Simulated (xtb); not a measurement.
C₂Cl₂O₂Pt, singlet, from a rough starting geometry (GFN-xTB shapes and energies of metal compounds can be far from the true ones); GFN2-xTB run with xtb.

The xtb input:
```
$ xtb mol.xyz --gfn 2 --opt vtight --json

# file mol.xyz
7

Pt    -0.02090539    -0.02155864    -0.02703183
Cl     2.12600098    -0.85792681    -0.02761838
Cl    -2.12429569     0.85461536     0.00041362
O      1.14589806     2.71072652    -0.00316888
C      0.70781485     1.71166252     0.03606284
O     -1.13767758    -2.73492765    -0.02076137
C     -0.79025988    -1.73181856     0.01155396
```

The log (banner, timings and long lists left out):

```
   ID    Z sym.   atoms
    1   78 Pt     1
    2   17 Cl     2, 3
    3    8 O      4, 6
    4    6 C      5, 7

           -------------------------------------------------
          |                Calculation Setup                |
           -------------------------------------------------

           -------------------------------------------------
          |                 G F N 2 - x T B                 |
           -------------------------------------------------

          ...................................................
          :                      SETUP                      :
          :.................................................:
          :  # basis functions                  46          :
          :  # atomic orbitals                  43          :
          :  # shells                           17          :
          :  # electrons                        44          :
          :  max. iterations                   250          :
          :  Hamiltonian                  GFN2-xTB          :
          :  restarted?                      false          :
          :  GBSA solvation                  false          :
          :  PC potential                    false          :
          :  electronic temp.          300.0000000     K    :
          :  accuracy                    1.0000000          :
          :  -> integral cutoff          0.2500000E+02      :
          :  -> integral neglect         0.1000000E-07      :
          :  -> SCF convergence          0.1000000E-05 Eh   :
          :  -> wf. convergence          0.1000000E-03 e    :
          :  Broyden damping             0.4000000          :
          :  net charge                          0          :
          :  unpaired electrons                  0          :
          ...................................................

 iter      E             dE          RMSdq      gap      omega  full diag
   1    -26.1666850 -0.261667E+02  0.984E+00    4.06       0.0  T
   2    -26.2869180 -0.120233E+00  0.532E+00    2.71       1.0  T
   3    -26.2910856 -0.416761E-02  0.346E+00    2.21       1.0  T
   4    -26.2915439 -0.458291E-03  0.609E-01    1.94       1.0  T
   5    -26.2916236 -0.796913E-04  0.252E-01    1.92       1.0  T
   6    -26.2917708 -0.147180E-03  0.188E-01    1.97       1.0  T
   7    -26.2918096 -0.388002E-04  0.999E-02    1.99       1.0  T
   8    -26.2918070  0.257855E-05  0.887E-02    1.96       1.0  T
   9    -26.2918270 -0.199654E-04  0.332E-02    1.98       1.1  T
  10    -26.2918293 -0.231850E-05  0.163E-02    1.99       2.3  T
  11    -26.2918302 -0.859408E-06  0.646E-03    1.98       5.8  T
  12    -26.2918303 -0.129585E-06  0.148E-03    1.98      25.5  T
  13    -26.2918303 -0.288069E-08  0.918E-04    1.98      41.2  T
  14    -26.2918303 -0.180666E-08  0.692E-04    1.98      54.6  T

   *** convergence criteria satisfied after 14 iterations ***

         :::::::::::::::::::::::::::::::::::::::::::::::::::::
         ::                     SUMMARY                     ::
         :::::::::::::::::::::::::::::::::::::::::::::::::::::
         :: total energy             -26.049807063816 Eh    ::
         :: gradient norm              0.283904892696 Eh/a0 ::
         :: HOMO-LUMO gap              1.979731560895 eV    ::
         ::.................................................::
         :: SCC energy               -26.291822407488 Eh    ::
         :: -> isotropic ES            0.040851930734 Eh    ::
         :: -> anisotropic ES          0.000530234112 Eh    ::
         :: -> anisotropic XC          0.003264445880 Eh    ::
         :: -> dispersion             -0.007815405125 Eh    ::
         :: repulsion energy           0.242015343672 Eh    ::
         :: add. restraining           0.000000000000 Eh    ::
         :: total charge               0.000000000000 e     ::
         :::::::::::::::::::::::::::::::::::::::::::::::::::::

      -----------------------------------------------------------
[...]
 * total energy  :   -26.0649380 Eh     change       -0.3791584E-03 Eh
 * total energy  :   -26.0651220 Eh     change       -0.1840274E-03 Eh
 * total energy  :   -26.0651322 Eh     change       -0.1018005E-04 Eh
 * total energy  :   -26.0651385 Eh     change       -0.6233756E-05 Eh
 * total energy  :   -26.0651433 Eh     change       -0.4843182E-05 Eh
 * total energy  :   -26.0651451 Eh     change       -0.1791392E-05 Eh
 * total energy  :   -26.0651467 Eh     change       -0.1634850E-05 Eh
 * total energy  :   -26.0651495 Eh     change       -0.2751814E-05 Eh
 * total energy  :   -26.0651514 Eh     change       -0.1971342E-05 Eh
 * total energy  :   -26.0651523 Eh     change       -0.8690134E-06 Eh
 * total energy  :   -26.0651524 Eh     change       -0.1311414E-06 Eh
 * total energy  :   -26.0651525 Eh     change       -0.2579252E-07 Eh
   *** GEOMETRY OPTIMIZATION CONVERGED AFTER 18 ITERATIONS ***
         :: total energy             -26.065152471520 Eh    ::
[...]
        17        2.0000           -0.4517019             -12.2914
        18        2.0000           -0.4460803             -12.1385
        19        2.0000           -0.4441807             -12.0868
        20        2.0000           -0.4280098             -11.6467
        21        2.0000           -0.4165874             -11.3359
        22        2.0000           -0.4147707             -11.2865 (HOMO)
        23                         -0.3537340              -9.6256 (LUMO)
        24                         -0.3334130              -9.0726
        25                         -0.2979575              -8.1078
        26                         -0.2969280              -8.0798
        27                         -0.2761069              -7.5133
        28                         -0.0224415              -0.6107
        29                          0.0271229               0.7381
        30                          0.0271723               0.7394
        31                          0.0296721               0.8074
        32                          0.0298771               0.8130
        33                          0.0299207               0.8142
       ...                                ...                  ...
        43                          1.0478251              28.5128
      -------------------------------------------------------------
                  HL-Gap            0.0610367 Eh            1.6609 eV
             Fermi-level           -0.3842524 Eh          -10.4560 eV

     #   Z          covCN         q      C6AA      α(0)
     1  78 Pt       3.537     0.033   340.346    34.761
     2  17 Cl       0.833    -0.235   106.525    15.789
     3  17 Cl       0.833    -0.235   106.519    15.789
     4   8 O        0.856    -0.029    15.498     5.278
     5   6 C        1.794     0.247    25.472     8.157
     6   8 O        0.856    -0.029    15.498     5.278
     7   6 C        1.794     0.247    25.472     8.157

 Mol. C6AA /au·bohr⁶  :       3228.672107
 Mol. C8AA /au·bohr⁸  :     167728.198017
 Mol. α(0) /au        :         93.208988

Wiberg/Mayer (AO) data.
largest (>0.10) Wiberg bond orders for each atom

 ---------------------------------------------------------------------------
     #   Z sym  total        # sym  WBO       # sym  WBO       # sym  WBO
 ---------------------------------------------------------------------------
     1  78 Pt   4.328 --     5 C    1.064     7 C    1.064     3 Cl   0.929
                             2 Cl   0.928     4 O    0.171     6 O    0.171
     2  17 Cl   1.222 --     1 Pt   0.928     3 Cl   0.133
     3  17 Cl   1.222 --     1 Pt   0.929     2 Cl   0.133
     4   8 O    2.626 --     5 C    2.379     1 Pt   0.171
     5   6 C    3.598 --     4 O    2.379     1 Pt   1.064
     6   8 O    2.626 --     7 C    2.379     1 Pt   0.171
     7   6 C    3.598 --     6 O    2.379     1 Pt   1.064
 ---------------------------------------------------------------------------

Topologies differ in total number of bonds
Writing topology from bond orders to xtbtopo.mol

molecular dipole:
                 x           y           z       tot (Debye)
 q only:        0.000       0.000       0.000
   full:        0.001      -0.000       0.000       0.002
molecular quadrupole (traceless):
                xx          xy          yy          xz          yz          zz
 q only:       -8.078       7.335       5.803       0.016       0.062       2.275
  q+dip:      -10.201       9.667       8.188       0.028       0.095       2.014
   full:       -8.820       7.856       5.800       0.014       0.057       3.021

optimized geometry written to: xtbopt.xyz

           -------------------------------------------------
          | TOTAL ENERGY              -26.065152471520 Eh   |
          | GRADIENT NORM               0.000163860819 Eh/α |
          | HOMO-LUMO GAP               1.660892726725 eV   |
           -------------------------------------------------

normal termination of xtb
```
